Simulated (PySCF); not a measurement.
GeH, SMILES [GeH] (connectivity only; charge and spin as stated), charge +1, multiplicity 1.

Coordinates come from a PBE0-D3(BJ)/def2-TZVPD optimisation. The multiplicity is an assumed one; other spin states were not compared.

Two levels are set side by side: TDA-PBE/def2-TZVPD (PySCF) and TDA-CAM-B3LYP/def2-TZVPD (PySCF). Vertical, same geometry. The lowest singlet is HOMO→LUMO 99 % with PBE and HOMO→LUMO 99 % with the other functional; states are paired by order. Differences are taken from unrounded values.

```tsv
quantity	TDA-CAM-B3LYP
lowest singlet excitation (eV)	3.25
lowest triplet excitation (TDA) (eV)	2.12
first bright state (f over 0.05) (eV)	9.56
its oscillator strength	0.58
```

### Question
What does TDA-PBE give, and how far is it from TDA-CAM-B3LYP? (Estimate from the structure and the level; the computed values follow.)

### Answer

```csv
quantity,TDA-PBE,TDA-PBE minus TDA-CAM-B3LYP
lowest singlet excitation (eV),3.23,-0.02
lowest triplet excitation (TDA) (eV),2.15,0.03
first bright state (f over 0.05) (eV),9.38,-0.18
its oscillator strength,0.50,-0.08
```

Rough cost on one machine, each run with all the roots and properties that it gave: TDA-CAM-B3LYP against TDA-PBE about 2 times.
